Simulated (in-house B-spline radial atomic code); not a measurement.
Radial electron density of neutral tellurium, [Ar] 3d9 4s2 4p6 4d10 4f1 5s2 5p4. All numbers are computed (Dirac-Kohn-Sham LDA VWN5, spherical fractional occupations; Fermi nucleus of rms radius 4.7423 fm, inside a hard spherical wall at 1.82 bohr) with a radial B-spline atomic code at the basis-set limit, not measured.

Columns: r (bohr), 4πr²n(r) (electrons per bohr), bar.

```
 0.00113    2.262 #
 0.00136    3.112 ##
 0.00162    4.188 ##
 0.00194    5.655 ###
 0.00233    7.622 ####
 0.00279    10.14 #####
 0.00334    13.36 #######
 0.00399    17.36 #########
 0.00478    22.33 ###########
 0.00573    28.31 ##############
 0.00686    35.13 ##################
 0.00821    42.61 ######################
 0.00983    50.34 #########################
  0.0118    57.73 #############################
  0.0141    63.65 ################################
  0.0169    67.47 ##################################
  0.0202    68.45 ###################################
  0.0242    66.68 ##################################
  0.0289    63.27 ################################
  0.0347    60.19 ##############################
  0.0415    60.18 ##############################
  0.0497    64.91 #################################
  0.0595    73.74 #####################################
  0.0712    82.88 ##########################################
  0.0853    86.94 ############################################
   0.102    82.43 ##########################################
   0.122    71.48 ####################################
   0.146    61.68 ###############################
   0.175    60.45 ###############################
    0.21     67.1 ##################################
   0.251    71.11 ####################################
   0.301    62.86 ################################
    0.36    44.88 #######################
   0.431    29.74 ###############
   0.516    26.37 #############
   0.618    30.01 ###############
    0.74    30.28 ###############
   0.886    25.35 #############
    1.06    21.33 ###########
    1.27    18.68 #########
    1.52    9.354 #####
     1.8  0.05368
```

On this grid the curve has 4 maxima, near 0.0202, 0.0853, 0.251, 0.74 bohr.

The 5p1/2 radial function P(r) = rR(r), positive near the nucleus, with its small component Q(r) (sign convention: Q ≈ (P' + κP/r)/2c):

```json
{"r (bohr)": "0.000551", "P": "0.001296", "Q": "0.005235"}
{"r (bohr)": "0.00079", "P": "0.001969", "Q": "0.007246"}
{"r (bohr)": "0.00113", "P": "0.003045", "Q": "0.009969"}
{"r (bohr)": "0.00162", "P": "0.004835", "Q": "0.01367"}
{"r (bohr)": "0.00233", "P": "0.007911", "Q": "0.01865"}
{"r (bohr)": "0.00334", "P": "0.01319", "Q": "0.02509"}
{"r (bohr)": "0.00478", "P": "0.02237", "Q": "0.03317"}
{"r (bohr)": "0.00686", "P": "0.03847", "Q": "0.04292"}
{"r (bohr)": "0.00983", "P": "0.06594", "Q": "0.0536"}
{"r (bohr)": "0.0141", "P": "0.1113", "Q": "0.06364"}
{"r (bohr)": "0.0202", "P": "0.1807", "Q": "0.06984"}
{"r (bohr)": "0.0289", "P": "0.2742", "Q": "0.06764"}
{"r (bohr)": "0.0415", "P": "0.3731", "Q": "0.0521"}
{"r (bohr)": "0.0595", "P": "0.416", "Q": "0.02216"}
{"r (bohr)": "0.0853", "P": "0.3009", "Q": "-0.01405"}
{"r (bohr)": "0.122", "P": "-0.04048", "Q": "-0.03746"}
{"r (bohr)": "0.175", "P": "-0.4786", "Q": "-0.03045"}
{"r (bohr)": "0.251", "P": "-0.5728", "Q": "0.001458"}
{"r (bohr)": "0.36", "P": "0.02711", "Q": "0.02481"}
{"r (bohr)": "0.516", "P": "0.8195", "Q": "0.01518"}
{"r (bohr)": "0.74", "P": "0.6153", "Q": "-0.009769"}
{"r (bohr)": "1.06", "P": "-0.7195", "Q": "-0.01546"}
{"r (bohr)": "1.52", "P": "-1.028", "Q": "0.005898"}
```
